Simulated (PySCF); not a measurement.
# C₆ coefficients of unlike pairs at PBEsol

Calculated with PySCF 2.14 from the dipole response of each species, C₆(A,B) = (3/π) ∫ α_A(iu) α_B(iu) du, in atomic units, from isotropic polarisabilities. For ions this is the dispersion term alone; charge-induced terms of lower order in 1/R come first.

| species | configuration | basis | relativity | α (bohr³) | C₆ (like pair) |
| --- | --- | --- | --- | --- | --- |
| Te⁺ | [Kr] 4d10 5s2 5p3 (4S) | aug-cc-pwCVTZ-DK3 with one added diffuse shell each of s, p, d, f type (11s10p8d5f1g) | spin-free X2C | 22.39 | 190.5 |
| Mg | [Ne] 3s2 (1S) | aug-cc-pVQZ with one added diffuse shell each of s, p, d, f, g type (8s7p5d4f3g) | none | 73.85 | 656.3 |
| Pt | [Xe] 4f14 5d9 6s1 (3D) | def2-QZVPPD with the def2 core potential (60 electrons) (7s5p4d4f2g) | core potential | 38.24 | 369.5 |
| V | [Ar] 3d3 4s2 (4F) | aug-cc-pVQZ-DK (9s8p6d4f3g2h) | spin-free X2C | 89.57 | 958.0 |

Task: Estimate C₆ for V with Pt.

Result: The integral gives 555.7. The combination rule 2 C_A C_B / (C_A α_B/α_A + C_B α_A/α_B) gives 555.5 and the geometric mean 595.0.

No spin-orbit coupling is included.

The other pairs:

```csv
pair,C₆
"V, Mg",791.3
"Pt, Te⁺",262.9
"V, Te⁺",375.7
"Mg, Te⁺",301.8
"Pt, Mg",450.0
```
